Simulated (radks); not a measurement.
Valence configurations of As (all share [Ar]). Method: Dirac Kohn-Sham, PBE, spin-unpolarised, spherical densities, point nucleus; open shells fill j = l - 1/2 first; computed with a radial shooting solver on a logarithmic mesh with Libxc functionals. Energies are relative to 3d10 4s2 4p3; eigenvalues in eV.

valence	E (eV)	e(3d3/2)	e(3d5/2)	e(4p1/2)	e(4p3/2)	e(4s1/2)
3d10 4s2 4p3	0.000	-40.939	-40.210	-5.318	-5.047	-14.412
3d10 4s1.5 4p3.5	4.714	-41.801	-41.072	-5.665	-5.384	-14.876
3d10 4s1 4p4	9.490	-42.637	-41.907	-5.997	-5.706	-15.318
3d9.5 4s2 4p3.5	18.734	-46.231	-45.481	-5.989	-5.682	-15.567
3d10 4p5	19.215	-44.243	-43.511	-6.623	-6.315	-
3d9 4s2 4p4	39.822	-51.662	-50.889	-6.655	-6.313	-16.696
3d9 4s1 4p5	50.310	-53.230	-52.456	-7.281	-6.921	-17.510
3d8 4s2 4p5	89.333	-62.921	-62.102	-7.984	-7.569	-18.893
3d7 4s2 4p6	149.06	-74.687	-73.821	-9.314	-8.826	-21.022

NIST lists [Ar] 3d10 4s2 4p3 as the ground configuration; this level of theory agrees among the configurations tried. The energies are those of spherical spin-averaged densities, not of single terms.
